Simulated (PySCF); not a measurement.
PySCF input for W(O)2(OH) (HO3W), SMILES [OH][W](=[O])=[O] (connectivity only; charge and spin as stated), neutral, multiplicity 2, IEF-PCM-ωB97X/def2-SVP. Coordinates come from a PBE0-D3(BJ)/def2-SVP optimisation. A frequency run showed that this geometry is not a minimum. The spin state was assumed, not searched. The isomer is the one that the SMILES or the coordinates give; other isomers of the formula were not compared. The def2 effective core potentials stand for the cores of W; spin–orbit coupling is left out. One conformer was computed; it need not be the lowest.

```python
import numpy as np
from pyscf import gto, scf, dft
from pyscf.solvent import pcm

mol = gto.M(
    atom='''
    W     0.00000000    0.00000000    0.02479513
    O     0.00000000    1.41563914    0.98529292
    O     0.00000000   -1.41563913    0.98529293
    O     0.00000000   -0.00000001   -1.84915374
    H     0.00000000   -0.00000001   -2.80629673
    ''',
    basis='def2-SVP',
    ecp={'W': 'def2-svp'},
    charge=0,
    spin=1,
    max_memory=1600,
    verbose=3,
)
mf = dft.UKS(mol, xc='wb97x').density_fit(auxbasis='def2-universal-jkfit')
mf.grids.level = 3
mf.conv_tol = 1e-9
mf.max_cycle = 100
mf.kernel()
fine, coarse = mf.grids, dft.Grids(mol).set(level=1).build(with_non0tab=True)
for _ in range(3):  # follow internal instabilities
    mf.grids = coarse
    mo, _, stable, _ = mf.stability(return_status=True, nroots=4)
    mf.grids = fine
    if stable:
        break
    mf.kernel(mf.make_rdm1(mo, mf.mo_occ))
res = {}
for name, eps in {'water': 78.355, 'acetone': 20.493, 'ethanol': 24.852}.items():
    s = mf.PCM()
    s.with_solvent.method, s.with_solvent.eps, s.with_solvent.lebedev_order = 'IEF-PCM', eps, 29
    s.kernel(mf.make_rdm1())
    res[name] = (s.e_tot, eps, s.dip_moment(), s.mo_energy, s.converged)
    print(f'{name}: electrostatic solvation free energy {(s.e_tot - mf.e_tot) * 627.509474:.3f} kcal/mol')
```

Log of the run:

```

WARN: HOMO -0.359404431341844 >= LUMO -0.359404431341833

converged SCF energy = -293.223696018616  <S^2> = 0.75353091  2S+1 = 2.0035278
<class 'pyscf.df.df_jk.DFUKS'> wavefunction is stable in the internal stability analysis

WARN: PCM is an experimental feature. It is still in testing.
Features and APIs may be changed in the future.

converged SCF energy = -293.241240570502  <S^2> = 0.7531805  2S+1 = 2.003178
Dipole moment(X, Y, Z, Debye):  0.00000,  0.00003, -5.88878
water: electrostatic solvation free energy -11.009 kcal/mol

WARN: PCM is an experimental feature. It is still in testing.
Features and APIs may be changed in the future.

converged SCF energy = -293.240240913614  <S^2> = 0.75319919  2S+1 = 2.0031966
Dipole moment(X, Y, Z, Debye):  0.00000,  0.00003, -5.81977
acetone: electrostatic solvation free energy -10.382 kcal/mol

WARN: PCM is an experimental feature. It is still in testing.
Features and APIs may be changed in the future.

converged SCF energy = -293.240474424728  <S^2> = 0.75319481  2S+1 = 2.0031923
Dipole moment(X, Y, Z, Debye):  0.00000,  0.00003, -5.83588
ethanol: electrostatic solvation free energy -10.529 kcal/mol
```

The run converged.

Cost: around 30 core-seconds (rough).
